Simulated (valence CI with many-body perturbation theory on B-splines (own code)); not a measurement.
Results of a calculation; reference values are marked as such.
## Energy levels of Fe⁴⁺

Level of theory: relativistic CI+MBPT: four valence electrons over a frozen Dirac-Fock core [Ar], a basis of 7 s, 7 p, 8 d, 6 f, 4 g, 1 h functions for each j, with the one-electron correlation potential Σ1 (screened to all orders), the two-electron term Σ2, the three-electron term Σ3, Breit, model QED; selected single and double excitations, second order for the rest, scaled by the run's own slope (own B-spline code, finite nucleus).

Set against measurement, 60 paired levels are off by 2075 cm⁻¹ on average, the worst by 5068. These come from a selection out of Corliss and Sugar, J. Phys. Chem. Ref. Data 11, 135 (1982). Levels without a partner in it may be off by more, other configurations by 1,000 to 8,000 cm⁻¹. The list stops below the first excitations out of the core.

Levels 91 to 135 of 170, with energies above the lowest level, 3d⁴ ⁵D_0. "Leading %" is the weight of the configuration and term that name the level; weights of strongly mixed levels are sums over their largest components and can fall short. In the jj column 3d3/2^4 stands for four electrons in 3d with j = 3/2.

| No. | Configuration | Term | J | E (eV) | Leading % | Leading jj | Second component |
| --- | --- | --- | --- | --- | --- | --- | --- |
| 91 | 3d³4s | ¹D | 2 | 32.153 | 98 | 3d3/2 3d5/2^2 4s (45 %) |  |
| 92 | 3d³4p | ³G° | 4 | 32.159 | 94 | 3d3/2 3d5/2^2 4p3/2 (46 %) |  |
| 93 | 3d³4p | ³G° | 5 | 32.245 | 91 | 3d5/2^3 4p3/2 (36 %) | 7 % 3d³4p ⁵F° |
| 94 | 3d³4p | ³F° | 2 | 32.435 | 96 | 3d3/2^2 3d5/2 4p3/2 (40 %) |  |
| 95 | 3d³4p | ³F° | 3 | 32.512 | 95 | 3d3/2 3d5/2^2 4p3/2 (47 %) |  |
| 96 | 3d³4p | ³F° | 4 | 32.597 | 96 | 3d3/2 3d5/2^2 4p3/2 (38 %) |  |
| 97 | 3d³4p | ⁵P° | 1 | 33.434 | 95 | 3d3/2^2 3d5/2 4p1/2 (32 %) |  |
| 98 | 3d³4p | ⁵P° | 2 | 33.496 | 92 | 3d3/2 3d5/2^2 4p1/2 (37 %) | 5 % 3d³4p ³P° |
| 99 | 3d³4p | ³P° | 0 | 33.582 | 50 | 3d3/2^2 3d5/2 4p1/2 (61 %) | 42 % 3d³4p ⁵D° |
| 100 | 3d³4p | ⁵P° | 3 | 33.592 | 97 | 3d3/2 3d5/2^2 4p3/2 (39 %) |  |
| 101 | 3d³4p | ⁵D° | 1 | 33.628 | 50 | 3d3/2^2 3d5/2 4p1/2 (47 %) | 46 % 3d³4p ³P° |
| 102 | 3d³4p | ³P° | 2 | 33.654 | 65 | 3d3/2^2 3d5/2 4p1/2 (33 %) | 26 % 3d³4p ⁵D° |
| 103 | 3d³4p | ³H° | 4 | 33.656 | 94 | 3d3/2^2 3d5/2 4p1/2 (42 %) |  |
| 104 | 3d³4p | ³H° | 5 | 33.759 | 90 | 3d3/2^2 3d5/2 4p1/2 (35 %) | 6 % 3d³4p ³G° |
| 105 | 3d³4p | ⁵D° | 0 | 33.790 | 53 | 3d3/2^2 3d5/2 4p3/2 (50 %) | 39 % 3d³4p ³P° |
| 106 | 3d³4p | ³P° | 1 | 33.827 | 50 | 3d3/2 3d5/2^2 4p3/2 (55 %) | 44 % 3d³4p ⁵D° |
| 107 | 3d³4p | ⁵D° | 2 | 33.828 | 70 | 3d3/2^2 3d5/2 4p3/2 (35 %) | 25 % 3d³4p ³P° |
| 108 | 3d³4p | ⁵D° | 3 | 33.867 | 96 | 3d3/2^2 3d5/2 4p3/2 (30 %) |  |
| 109 | 3d³4p | ³H° | 6 | 33.924 | 97 | 3d5/2^3 4p3/2 (34 %) |  |
| 110 | 3d³4p | ³G° | 3 | 33.943 | 85 | 3d3/2^2 3d5/2 4p1/2 (35 %) | 6 % 3d³4p ¹F° |
| 111 | 3d³4p | ⁵D° | 4 | 33.991 | 98 | 3d3/2 3d5/2^2 4p3/2 (61 %) |  |
| 112 | 3d³4p | ³G° | 4 | 34.031 | 87 | 3d3/2^2 3d5/2 4p3/2 (30 %) | 7 % 3d³4p ³F° |
| 113 | 3d³4p | ³G° | 5 | 34.090 | 86 | 3d3/2^2 3d5/2 4p3/2 (31 %) | 7 % 3d³4p ³H° |
| 114 | 3d³4p | ¹G° | 4 | 34.151 | 46 | 3d3/2^2 3d5/2 4p1/2 (41 %) | 39 % 3d³4p ³F° |
| 115 | 3d³4p | ¹S° | 0 | 34.200 | 80 | 3d3/2 3d5/2^2 4p1/2 (36 %) | 19 % 3d³4p ³P° |
| 116 | 3d³4p | ³F° | 2 | 34.217 | 93 | 3d3/2^2 3d5/2 4p3/2 (39 %) |  |
| 117 | 3d³4p | ³F° | 3 | 34.227 | 78 | 3d3/2 3d5/2^2 4p3/2 (40 %) | 9 % 3d³4p ³G° |
| 118 | 3d³4p | ³F° | 4 | 34.352 | 46 | 3d3/2^2 3d5/2 4p3/2 (46 %) | 39 % 3d³4p ¹G° |
| 119 | 3d³4p | ¹H° | 5 | 34.415 | 88 | 3d3/2 3d5/2^2 4p3/2 (30 %) | 5 % 3d³4p ³G° |
| 120 | 3d³4p | ¹F° | 3 | 34.439 | 81 | 3d5/2^3 4p3/2 (33 %) | 11 % 3d³4p ³F° |
| 121 | 3d³4p | ³P° | 1 | 34.440 | 83 | 3d3/2^3 4p1/2 (24 %) | 6 % 3d³4p ¹P° |
| 122 | 3d³4p | ³P° | 0 | 34.470 | 91 | 3d3/2 3d5/2^2 4p3/2 (38 %) | 6 % 3d³4p ¹S° |
| 123 | 3d³4p | ¹D° | 2 | 34.505 | 56 | 3d3/2 3d5/2^2 4p3/2 (25 %) | 11 % 3d³4p ³P° |
| 124 | 3d³4p | ⁵S° | 2 | 34.553 | 71 | 3d3/2^2 3d5/2 4p3/2 (34 %) | 14 % 3d³4p ³P° |
| 125 | 3d³4p | ³H° | 4 | 34.630 | 83 | 3d3/2 3d5/2^2 4p3/2 (30 %) | 13 % 3d³4p ¹G° |
| 126 | 3d³4p | ³H° | 5 | 34.636 | 96 | 3d3/2 3d5/2^2 4p1/2 (34 %) |  |
| 127 | 3d³4p | ³D° | 1 | 34.649 | 93 | 3d3/2 3d5/2^2 4p1/2 (35 %) |  |
| 128 | 3d³4p | ³P° | 2 | 34.658 | 62 | 3d3/2 3d5/2^2 4p3/2 (34 %) | 23 % 3d³4p ⁵S° |
| 129 | 3d³4p | ³H° | 6 | 34.686 | 96 | 3d3/2 3d5/2^2 4p3/2 (41 %) |  |
| 130 | 3d³4p | ³D° | 2 | 34.797 | 74 | 3d3/2 3d5/2^2 4p3/2 (45 %) | 17 % 3d³4p ¹D° |
| 131 | 3d³4p | ³D° | 3 | 34.857 | 78 | 3d3/2 3d5/2^2 4p3/2 (42 %) | 14 % 3d³4p ³F° |
| 132 | 3d³4p | ¹P° | 1 | 34.932 | 61 | 3d5/2^3 4p1/2 (29 %) | 16 % 3d³4p ³D° |
| 133 | 3d³4p | ³I° | 5 | 34.940 | 91 | 3d3/2 3d5/2^2 4p1/2 (29 %) | 6 % 3d³4p ¹H° |
| 134 | 3d³4p | ³F° | 2 | 34.942 | 65 | 3d3/2 3d5/2^2 4p1/2 (29 %) | 27 % 3d³4p ³D° |
| 135 | 3d³4p | ³S° | 1 | 34.966 | 75 | 3d3/2 3d5/2^2 4p3/2 (35 %) | 11 % 3d³4p ¹P° |

Names give the largest LS component (configuration and term), which can be under half, so a name can repeat, a term be missing and a line seem to break the LS rules; names also repeat where a configuration has a term twice.

Where two levels of one J and parity lie close, their mixing, g and order are uncertain.
